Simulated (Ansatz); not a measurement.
C₂H₄N₂OSi, SMILES N#C/N=C/O[SiH3].

Geometry optimised at B3LYP-D3(BJ)/def2-SVP. The structure was generated by enumeration; whether it is a known compound was not checked. The values are those of a single conformer.

Two levels are set side by side: PBE/def2-SVPD (Ansatz, an electronic-structure program) and CAM-B3LYP/def2-SVPD (Ansatz). Energy differences of separate SCF runs at the same geometry; the states with an electron removed or added have multiplicity 2 and 2. Differences are taken from unrounded values.

```
quantity                           CAM-B3LYP
---------------------------------  ---------
vertical ionisation energy (eV)        10.62
vertical singlet–triplet gap (eV)       4.26
```

Problem. What does PBE give, and how far is it from CAM-B3LYP? (Estimate from the structure and the level; the computed values follow.)

Solution. 
| quantity | PBE | PBE minus CAM-B3LYP |
|---|---|---|
| vertical ionisation energy (eV) | 10.24 | -0.38 |
| vertical singlet–triplet gap (eV) | 4.12 | -0.13 |
